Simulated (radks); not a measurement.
Q: Coherent X-ray form factor from a spherical all-electron density. All-electron calculation, Dirac Kohn-Sham, PBEsol, spin-unpolarised, spherical densities, point nucleus. Program: a radial shooting solver on a logarithmic mesh with Libxc functionals.

sin(theta)/lambda (1/angstrom)  f0 (electrons)
0.05                                    29.842
0.1                                     29.379
0.15                                    28.646
0.2                                     27.692
0.25                                    26.574
0.3                                     25.349
0.4                                     22.768
0.5                                     20.227
0.6                                     17.856
0.8                                     13.796
1                                       10.731
1.25                                     8.221
1.5                                      6.783
2                                        5.321

The species is in the configuration that NIST lists as its ground one. Which atom or ion scatters so?

A: The strontium ion Sr8+, [Ar] 3d10 4s2. Extrapolating in s^2 from the first two rows gives f0(0) = 30.0, near the electron count 30; among species with that count, the fall with angle is slower the higher Z, and the table is that of Z = 38; from so few rows the species is fixed only to a neighbour or two.
